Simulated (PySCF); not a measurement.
C6H7F3Si.
Atom-mapped SMILES: `[F:1][C:2]([F:3])=[C:4]([F:5])/[CH:6]=[CH:7]/[C@@H:8]1[CH2:9][SiH2:10]1`

Structure used (PBE0-D3(BJ)/def2-SVP), in Å, numbered top down from 1:
```xyz
17
C6H7F3Si angstrom
F      3.7168    0.2581    1.9636
C      3.6063   -0.1772    0.7294
F      4.7665   -0.4490    0.1895
C      2.4256   -0.3140    0.1073
F      2.4439   -0.7659   -1.1505
C      1.1398   -0.0172    0.6901
C     -0.0211   -0.1806    0.0281
C     -1.3492    0.1269    0.5648
C     -2.5657   -0.6846    0.0756
Si    -2.6136    1.0855   -0.4686
H      1.1515    0.3553    1.7179
H      0.0225   -0.5610   -0.9994
H     -1.3607    0.3739    1.6336
H     -3.2534   -1.0370    0.8514
H     -2.3495   -1.4553   -0.6731
H     -2.2643    1.4086   -1.8728
H     -3.5108    2.0443    0.2217
```

NICS is the negative of the GIAO shielding at a point without a nucleus: at the ring centre (0) and 1 Å above and below it (1); zz is the component along the ring normal. Level: GIAO PBE/pcSseg-1 (PySCF, non-relativistic, gas phase) on the PBE0-D3(BJ)/def2-SVP geometry, one conformer.

Ring bond lengths (Å): C8–C9 1.542, C9–Si10 1.853, Si10–C8 1.894.

Give the NICS values of each ring in ppm.

```json
{"ring": "C8–C9–Si10", "type": "3-membered ring with Si; formal bonds all single", "NICS(0)": "-27.3", "NICS(1), two faces": "-7.2 / -8.2", "NICS(1)zz, two faces": "-15.8 / -17.7", "rms pucker (Å)": "0.00", "centre to ring atoms, mean (Å)": "1.02"}
```

What do they say, and how far can they be read as aromaticity?

- C8–C9–Si10: mean NICS(1)zz -16.8 ppm, shielded. C8, C9, Si10 have four or more neighbours; no verdict on aromaticity is drawn. NICS(0) lies 20 ppm below the mean NICS(1).

Give the inner angles of the rings.

- C8–C9–Si10: C8 64.3°, C9 67.1°, Si10 48.6°; sum 180.0° against 180° for a flat convex ring.

How shielded are the nuclei of the rings and their hydrogens (means over atoms taken as equivalent)?

```
atoms                  environment  σ isotropic (ppm)  principal values of the symmetric part, first atom (ppm)
   C8  sp3 carbon bound to silicon              160.0                                       121.4, 151.3, 207.2
   C9  sp3 carbon bound to silicon              177.0                                       146.5, 186.8, 197.8
 Si10                 SiH2 silicon              467.4                                       366.4, 389.2, 646.6
  H13             methine hydrogen              29.24                                          23.6, 28.5, 35.6
  H14           methylene hydrogen              30.07                                          24.9, 26.2, 39.1
  H15           methylene hydrogen              30.45                                          25.7, 27.5, 38.2
  H16                Si–H hydrogen              28.47                                          23.4, 27.0, 35.0
  H17                Si–H hydrogen              28.15                                          23.2, 25.6, 35.7
```

How do the values depend on the level or the medium?

```csv
level,"NICS(0), C8–C9–Si10","mean NICS(1)zz, C8–C9–Si10"
"PBE/pcSseg-1, gas",-27.3,-16.8
"PBE0/pcSseg-1, gas",-27.2,-16.9
"PBE0/pcSseg-1, IEF-PCM benzene",-27.4,-17.0
"PBE0/pcSseg-1, IEF-PCM cyclohexane",-27.4,-16.9
```

The geometry is the same throughout; the continuum's cavity takes Bondi-type radii × 1.2.

The run took 1.7 min wall on one thread, AMD EPYC 7R43 (x86_64), shared host with 256 logical CPUs at a one-minute load of 194, and the process peaked at 0.76 GiB of memory. This is the whole shielding run at PBE/pcSseg-1, SCF included.
